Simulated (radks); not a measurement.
Results of a calculation; reference values are marked as such.
Excited configurations of Cu I: one electron is placed in a higher orbital outside [Ar] 3d10. The ground configuration is [Ar] 3d10 4s1. Code: a radial shooting solver on a logarithmic mesh with Libxc functionals. Model: scalar-relativistic Kohn-Sham, r2SCAN, spin-unpolarised, spherical densities, finite nucleus; meta-GGA in the generalised Kohn-Sham scheme; Fermi nuclear charge, rms radius 3.8823 fm. Excitation = E - E(ground); binding = E(ion) - E, where the ion is the core of charge +1; n* = 1/sqrt(2 binding) in atomic units, and the quantum defect is n - n*.

| outer orbital | excitation (eV) | binding (eV) | n* | eigenvalue (eV) | <r> (bohr) |
|---|---|---|---|---|---|
| 4p | 4.106 | 3.704 | 1.917 | -1.593 | 4.691 |
| 5s | 5.307 | 2.503 | 2.331 | -1.472 | 8.384 |
| 5d | 6.926 | 0.884 | 3.923 | -0.487 | 20.79 |
| 5f | 7.239 | 0.571 | 4.881 | -0.321 | 31.65 |
| 6p | 6.846 | 0.964 | 3.756 | -0.597 | 21.18 |
| 6d | 7.222 | 0.588 | 4.811 | -0.352 | 33.71 |
| 7s | 7.043 | 0.768 | 4.210 | -0.490 | 27.78 |

The Delta-SCF ionisation energy is 7.810 eV (NIST Atomic Spectra Database: 7.726 eV, measured). Self-interaction in the functional shifts the binding energies and quantum defects, so they are the method's values and not measured ones. Spin polarisation and multiplet splitting are left out, so open shells lie too high by an amount that depends on their filling.

Beside tabulated values, note that spin-unpolarised runs miss the spin-polarisation part of the exchange energy of open shells.
